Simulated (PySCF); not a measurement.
Geometry:
```csv
atom,x (Å),y (Å),z (Å)
N1,-1.540,2.553,0.201
C2,-1.608,1.398,0.104
Si3,-1.518,-0.459,-0.044
Si4,0.751,-0.913,0.366
N5,1.573,0.376,-0.441
H6,-1.958,-0.795,-1.429
H7,-2.479,-1.023,0.948
H8,1.147,-2.215,-0.250
H9,0.937,-1.045,1.850
H10,2.578,0.346,-0.574
H11,1.253,1.329,-0.301
```

Geometry: PBE0-D3(BJ)/def2-SVP; GIAO shifts from PySCF 2.14, gas phase, non-relativistic, averaged over equivalent atoms.

At PBE/pcSseg-2 (278 basis functions, 45 s wall time on 1 thread of an Arm Neoverse V1, shared host):
```tsv
atoms	δ (ppm)
N1	370.2
N5	3.1
C2	122.5
Si4	-59.2
Si3	-106.7
H8/H9	5.31
H6/H7	4.23
H10/H11	0.41
```

References, each an isolated molecule treated in the same way: $^{15}$N (σ = 261.04 ppm) vs NH3; $^{13}$C (σ = 179.39 ppm) and $^{29}$Si (σ = 323.43 ppm) and $^{1}$H (σ = 31.18 ppm) vs TMS.

**Question.** Estimate the result of repeating the calculation with B97-D/pcSseg-2.

**Answer.** 
```json
{"atoms": "N1", "δ at B97-D/pcSseg-2": "354.7", "change": "-15.5"}
{"atoms": "N5", "δ at B97-D/pcSseg-2": "1.4", "change": "-1.7"}
{"atoms": "C2", "δ at B97-D/pcSseg-2": "119.0", "change": "-3.5"}
{"atoms": "Si4", "δ at B97-D/pcSseg-2": "-58.1", "change": "+1.1"}
{"atoms": "Si3", "δ at B97-D/pcSseg-2": "-100.6", "change": "+6.1"}
{"atoms": "H8/H9", "δ at B97-D/pcSseg-2": "5.10", "change": "-0.21"}
{"atoms": "H6/H7", "δ at B97-D/pcSseg-2": "4.09", "change": "-0.14"}
{"atoms": "H10/H11", "δ at B97-D/pcSseg-2": "0.46", "change": "+0.05"}
```

Shifts are taken against calculated references (same method and geometry level): NH3 for $^{15}$N (257.90 ppm); $^{13}$C (179.03 ppm), $^{29}$Si (336.56 ppm), $^{1}$H (31.40 ppm) against TMS.

The largest change is at N1 (nitrile nitrogen). Cost: 278 basis functions, 46 s wall time on 1 thread of an Arm Neoverse V1, shared host.

Experimental scales use liquid or dissolved standards, which lie at an offset from isolated NH3 (liquid NH3: subtract about 20 ppm). Unscaled 15N shifts of sp2 nitrogen often come out too high even then, by a few to some tens of ppm.
